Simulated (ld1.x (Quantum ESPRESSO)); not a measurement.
**O (Z = 8) TM semilocal: all-electron and pseudo phase curves**

```json
{
  "Element": "oxygen (O)",
  "Generator": "ld1.x (Quantum ESPRESSO) 7.5",
  "Type": "norm-conserving Troullier–Martins (semilocal form)",
  "Functional": "PBE",
  "Relativity": "scalar-relativistic",
  "Frozen core": "[He]",
  "Valence charge": "6",
  "Reference configuration": "2s2 2p2 (charge +2)",
  "Partial waves": "2s (bound): rc 0.95 bohr; 2p (bound): rc 1.80 bohr",
  "Local potential": "the p channel",
  "Core correction": "Bessel-smoothed model core inside 0.50 bohr"
}
```

The phase is arctan(r·u′/u) with u = r·R(r), unwrapped; energies in Ry, scanned from -6 to 5 Ry. A pole is an energy at which the radial function vanishes at the test radius. The pseudo phase is shifted by a multiple of π to meet the all-electron one at the reference energy, and phase errors are pseudo minus all-electron; the curves can meet again beyond the range given. Levels narrower than the energy grid can be missing from the lists of poles.

```csv
channel,radius (bohr),reference energy (Ry),"poles, all-electron","poles, pseudo",unbroken range about the reference energy with phases within 0.05 rad,phase error 1 Ry above the reference energy (rad)
s,1.94,-4.29,-3.89,-3.89,below 0.7,-0.000
p,1.94,-3.18,-2.79,-2.77,below -1.0,+0.016
```

Phases in the s channel:

| E (Ry) | all-electron | pseudo |
| --- | --- | --- |
| -6.00 | 1.236 | 1.236 |
| -5.48 | 1.157 | 1.157 |
| -4.96 | 0.918 | 0.917 |
| -4.44 | -0.816 | -0.817 |
| -3.92 | -1.558 | -1.558 |
| -3.40 | -1.700 | -1.701 |
| -2.88 | -1.774 | -1.775 |
| -2.36 | -1.833 | -1.834 |
| -1.84 | -1.893 | -1.895 |
| -1.32 | -1.966 | -1.969 |
| -0.80 | -2.069 | -2.074 |
| -0.28 | -2.231 | -2.242 |
| 0.24 | -2.519 | -2.545 |
| 0.76 | -3.042 | -3.093 |
| 1.28 | -3.672 | -3.724 |
| 1.80 | -4.084 | -4.117 |
| 2.32 | -4.304 | -4.326 |
| 2.84 | -4.431 | -4.448 |
| 3.36 | -4.513 | -4.527 |
| 3.88 | -4.570 | -4.582 |
| 4.40 | -4.614 | -4.625 |
| 4.92 | -4.648 | -4.659 |
